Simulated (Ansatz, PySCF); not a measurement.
C4H7FO, SMILES C[C@@]1(F)CCO1. Atoms are numbered in the order given.

```xyz
13

C      1.7110    -0.5168     0.1650
C      0.3482     0.1086     0.0639
F      0.4506     1.4213     0.5021
C     -0.4941     0.0271    -1.2182
C     -1.5604    -0.5733    -0.2919
O     -0.6348    -0.5687     0.8178
H      2.0273    -0.5033     1.2188
H      2.4384     0.0523    -0.4322
H      1.6825    -1.5584    -0.1838
H     -0.7145     1.0068    -1.6632
H     -0.0990    -0.6584    -1.9811
H     -1.8982    -1.5955    -0.5306
H     -2.4396     0.0651    -0.0962
```

The structure is a stationary point at r2SCAN-D4/def2-SVP. The structure was generated by enumeration; whether it is a known compound was not checked.

Two levels are set side by side: PBE-D3(BJ)/def2-SVP (Ansatz, a quantum-chemistry and plane-wave program) and r2SCAN-D4/def2-SVP (Ansatz). Each level has its own optimised geometry; the coordinates shown are those of the second. Frequencies come from the Hessian of PySCF at each geometry. Differences are taken from unrounded values.

| quantity | r2SCAN-D4 | PBE-D3(BJ) | PBE-D3(BJ) minus r2SCAN-D4 |
|---|---|---|---|
| mean bond length (Å) | 1.271 | 1.278 | 0.007 |
| bond C1–C2 (Å) | 1.503 | 1.511 | 0.008 |
| bond C2–F3 (Å) | 1.388 | 1.394 | 0.006 |
| bond C2–C4 (Å) | 1.536 | 1.543 | 0.007 |
| bond C2–O6 (Å) | 1.412 | 1.421 | 0.009 |
| bond C4–C5 (Å) | 1.535 | 1.538 | 0.004 |
| bond C5–O6 (Å) | 1.445 | 1.450 | 0.005 |
| bond C1–H7 (Å) | 1.100 | 1.108 | 0.007 |
| bond C1–H8 (Å) | 1.100 | 1.107 | 0.007 |
| bond C1–H9 (Å) | 1.099 | 1.106 | 0.008 |
| bond C4–H10 (Å) | 1.098 | 1.105 | 0.007 |
| bond C4–H11 (Å) | 1.099 | 1.106 | 0.007 |
| bond C5–H12 (Å) | 1.103 | 1.111 | 0.008 |
| bond C5–H13 (Å) | 1.104 | 1.112 | 0.008 |
| highest harmonic wavenumber (cm⁻¹) | 3169 | 3102 | -66 |
| mean harmonic wavenumber (cm⁻¹) | 1416 | 1379 | -37 |
| zero-point energy (kcal/mol) | 66.79 | 65.06 | -1.73 |
